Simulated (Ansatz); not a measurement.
Harmonic frequencies (cm⁻¹) at PBE0-D4/def2-TZVP from Ansatz: 38, 97, 103, 135, 136, 164, 208, 211, 409, 531, 543, 598, 609, 640, 679, 698, 736, 811, 1221, 1221, 1243, 1440, 1448, 1448, 1454, 1647, 1653, 3023, 3024, 3096, 3098, 3102, 3103, 3487, 3601, 3612.

Each molecule was computed in one conformer, which needn't be the lowest.

Problem. Which molecule is it?
A. `C[BH-](C)[PH3+]`
B. `C[BH-](C)[OH2+]`
C. `[SiH3][O+]([SiH3])[GaH3-]`
D. `[CH3][Al-]([CH3])([NH3+])[F]`

Solution. D.
